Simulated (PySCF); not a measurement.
Computed shifts of a molecule C3H12OSi2, PBE/pcSseg-1 (PySCF), GIAO, gas phase, equivalent atoms averaged, in ppm (number of nuclei): ¹³C: 3.0 (3). ²⁹Si: 22.6 (1), -45.5 (1). ¹H: 5.50 (3), 0.44 (9). References: ¹³C against TMS (σ = 182.0 ppm); ²⁹Si against TMS (σ = 335.4 ppm); ¹⁷O against H2O (σ = 334.3 ppm); ¹H against TMS (σ = 31.49 ppm), references at their B3LYP-D3(BJ)/def2-TZVP geometries, non-relativistic. The structure is a stationary point at r2SCAN-D4/def2-SVP. The values are those of a single conformer.

Which structure fits?
A. CC[Si@H]([SiH3])OC
B. C[SiH2]C[C@H](O)[SiH3]
C. C[Si](C)(C)O[SiH3]
D. C[SiH2][C@@H](C)O[SiH3]

C, C[Si](C)(C)O[SiH3]
